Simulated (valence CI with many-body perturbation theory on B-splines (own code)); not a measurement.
Values are calculated unless marked as measured or tabulated.
## Basis-set convergence for Rh14+

Method: configuration interaction combined with many-body perturbation theory (CI+MBPT): three valence electrons over a frozen Dirac-Fock core [Ar] 3d10, radial functions for each j: 9 s, 9 p, 8 d, 6 f, 3 g, 1 h, with the one-electron correlation potential Σ1, the two-electron term Σ2, the three-electron term Σ3, Breit, model QED; selected CI, second order for the rest, scaled by the run's own slope (own B-spline code, finite nucleus).

No measured levels were compared; by estimate levels hold to about 250 cm⁻¹ or 0.2 % of their energy and the worst to 1 %, as in measured heavy ions of charge 2 to 7; those with d or f electrons hold less well.

The reference run has the lowest level 4s2.4p 2P°_1/2 and an ionisation energy of 332.382 eV. Its largest variational space holds 9472 state functions.

Names give the largest LS component (configuration and term), which can be under half, so a name can repeat, a term be missing and a line seem to break the LS rules; names also repeat where a configuration has a term twice. Letters in brackets count levels of one name in rising energy.

Changed runs:
A. basis 6 s, 6 p, 5 d, 3 f, 1 g
B. basis 5 s, 5 p, 4 d, 2 f

Excitation energies of the reference run in cm⁻¹, and shifts in cm⁻¹:

```csv
Level,Reference,A,B
4s2.4p 2P°_3/2,45578,-6.4,-8.9
4s.4p2 4P_1/2,245404,-108,-310
4s.4p2 4P_3/2,269470,-131,-378
4s.4p2 4P_5/2,287505,-106,-296
4s.4p2 2D_3/2,330711,+30,+151
4s.4p2 2D_5/2,344869,-2.9,+49
4s.4p2 2P_1/2,366161,+135,+478
4s.4p2 2S_1/2,411328,+148,+540
4s.4p2 2P_3/2,418810,+116,+421
4s2.4d 2D_3/2,528367,+168,+753
4s2.4d 2D_5/2,535752,+164,+745
4p3 4S°_3/2 [a],609766,-40,-102
Ionisation energy (eV),332.382,-0.017,-0.049
```
